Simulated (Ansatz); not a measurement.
```yaml
crystal:
  periodic: [false, false, false]
  atoms:
    - {symbol: Ag, position_ang: [-0.648053, -1.598571, 2.016621]}
    - {symbol: Ag, position_ang: [0.326200, -1.797443, -0.506910]}
    - {symbol: Ag, position_ang: [-0.840687, -0.362742, -2.490725]}
    - {symbol: Ag, position_ang: [0.329532, 2.509349, 0.674189]}
    - {symbol: Cu, position_ang: [0.877072, 0.832291, -1.108116]}
    - {symbol: Cu, position_ang: [0.980222, 0.170757, 1.303465]}
    - {symbol: Cu, position_ang: [-1.024287, 0.246349, 0.111476]}
basis:
  gaussian: {orbitals: def2-mTZVPP}
total_charge: 1
hamiltonian: {xc: {name: SPW92}}
```

```sh
$ ansatz run in.yaml --threads 4 --pin off --events-out ev --progress --plain --max-ram 4787MiB
```

It prints (some lines left out):

```
Functional definition: SPW92
2549 factors; their error is unknown
mean field evaluation 1: about -149643.8106 eV, gradient 1.4e2 eV
mean field evaluation 2: about -146042.2892 eV, gradient 1.0e3 eV
mean field evaluation 4: about -149645.8993 eV, gradient 1.1e2 eV
mean field evaluation 8: about -149670.6108 eV, gradient 7.7e0 eV
mean field evaluation 16: about -149670.6853 eV, gradient 8.9e-2 eV
mean field evaluation 32: about -149668.0759 eV, gradient 5.4e0 eV
mean field -149670.68534259 eV, -5500.2962359059 hartree, gradient 5.7e-5 eV, S^2 0.000000; 2 other end points of the search recorded, 0 dependent functions left out
reference -149670.68540394 eV, -5500.2962381604 hartree; 81, 81 occupied and 150, 150 virtual orbitals, 2549 factors
Total energy: -149670.68540394 eV, -5500.2962381604 hartree
```

Run time 8 s (4 threads of Arm Neoverse V1 on a shared host), peak host memory 0.58 GiB.

In the def2 sets Ag takes a core potential; there is no spin–orbit coupling.
